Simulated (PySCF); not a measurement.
Gas-phase reaction: Mg + F → MgF

Computed with PySCF (xtb for GFN2) and rigid-rotor harmonic-oscillator thermochemistry at 1 bar. 'Table' is the NASA 1993 thermochemical table (part measured, part estimated). † marks an energy on the PBE0/def2-TZVP geometry and frequencies; other levels use their own. MP2 freezes the core. Open shells (unrestricted): F (multiplicity 2, electronic degeneracy 6), MgF (multiplicity 2); the rest are closed-shell singlets. GFN2 has no spin-polarisation term. Spin-orbit splitting is ignored; it lowers the true energy and changes the entropy of F. For Mg the outer core is correlated in a valence basis, which is rough. MP2 isn't extrapolated to the basis-set limit; its ΔH°(298 K) is -455.3 kJ in def2-SVP and -465.3 kJ in def2-TZVPP. The harmonic model lacks anharmonicity and excited electronic states, which grow with temperature; levels with a mode under 35 cm⁻¹ are left out. The table's entry may be an old estimate for MgF (not checked at source).

| level | ΔH°(298 K), kJ | minus table | ΔG°(2500 K), kJ |
|---|---|---|---|
| table | -463.3 | - | -226.4 |
| BLYP/def2-TZVP† | -437.4 | 25.9 | -198.8 |
| GFN2-xTB | -614.3 | -151.0 | -378.5 |
| M06-2X/def2-TZVP† | -420.5 | 42.8 | -181.9 |
| MP2/def2-TZVPP† | -465.3 | -2.0 | -226.7 |
| PBE/def2-SVP | -460.0 | 3.3 | -221.9 |
| PBE/def2-TZVP† | -450.1 | 13.2 | -211.5 |
| PBE0/def2-QZVP† | -436.4 | 26.9 | -197.7 |
| PBE0/def2-TZVP | -427.5 | 35.8 | -188.9 |
| LDA/def2-TZVP† | -510.7 | -47.4 | -272.1 |
